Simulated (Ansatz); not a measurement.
Basis sets compared for Si(OMe)Me3 (C4H12OSi). Charge 0, multiplicity 1. Geometry PBE-D4/def2-SVP. Ansatz on 4 threads of Arm Neoverse V2 on a shared host; times are rough, and most runs start from earlier orbitals.

```tsv
atom	x (Å)	y (Å)	z (Å)
C1	0.225	-1.074	2.149
C2	1.655	-0.031	-0.865
C3	-0.621	1.747	0.252
C4	-1.283	-0.548	-1.736
O5	-0.427	-1.112	0.902
Si6	-0.160	0.012	-0.339
H7	1.333	-1.169	2.059
H8	-0.133	-1.923	2.770
H9	0.016	-0.135	2.716
H10	1.951	-1.051	-1.183
H11	2.331	0.279	-0.041
H12	1.836	0.657	-1.717
H13	-1.677	1.781	0.592
H14	-0.503	2.488	-0.565
H15	0.019	2.079	1.095
H16	-2.344	-0.553	-1.411
H17	-1.023	-1.575	-2.064
H18	-1.195	0.126	-2.613
```

Binding counts from free atoms (C triplet, O triplet, Si triplet, H doublet) in the same basis, without a counterpoise term.

```json
{"level": "PBE-D4/def2-SVP", "functions": "148", "energy (Eh)": "-523.7094", "HOMO (eV)": "-5.88", "LUMO (eV)": "0.60", "binding per atom (eV)": "4.05", "wall time": "1.4 s"}
{"level": "PBE0-D4/def2-SVP", "functions": "148", "energy (Eh)": "-523.7766", "HOMO (eV)": "-7.45", "LUMO (eV)": "1.42", "binding per atom (eV)": "4.01", "wall time": "1.9 s"}
```

(1) Estimate the rows for PBE-D4/def2-TZVP (with forces), PBE0-D4/def2-TZVP.

Results:

(1) 
```json
{"level": "PBE-D4/def2-TZVP (with forces)", "functions": "264", "energy (Eh)": "-524.0845", "HOMO (eV)": "-6.08", "LUMO (eV)": "0.08", "binding per atom (eV)": "4.04", "wall time": "3.4 s"}
{"level": "PBE0-D4/def2-TZVP", "functions": "264", "energy (Eh)": "-524.1444", "HOMO (eV)": "-7.57", "LUMO (eV)": "0.85", "binding per atom (eV)": "3.99", "wall time": "4 s"}
```
